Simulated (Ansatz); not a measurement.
Cartesian coordinates in Å:
```
C 1.070 -0.762 -1.970
C 0.800 0.555 -1.277
O -0.292 0.464 -0.383
Si -0.149 0.041 1.200
C -1.812 0.277 1.989
H 0.180 -1.100 -2.505
H 1.886 -0.653 -2.689
H 1.350 -1.536 -1.251
H 0.548 1.324 -2.013
H 1.700 0.899 -0.748
H 0.298 -1.376 1.340
H 0.892 0.896 1.845
H -2.135 1.317 1.912
H -2.562 -0.352 1.503
H -1.774 0.006 3.047
```

Total charge 0; spin multiplicity 1.

Question: List the PBE0/def2-TZVPP orbital energies in eV (Ansatz 0.2.0). (An estimate is asked.)

Answer: Computed: Occupied: -1802.59, -522.42, -279.51, -277.87, -277.68, -144.85, -99.54, -99.49, -99.48, -28.27, -21.06, -19.61, -17.44, -14.76, -13.21, -12.72, -12.06, -11.46, -11.22, -10.70, -10.57, -9.49, -9.14, -8.50, -7.88. Lowest empty: 0.80, 1.22, 1.80, 2.41, 2.43, 2.60, 2.84, 3.18.
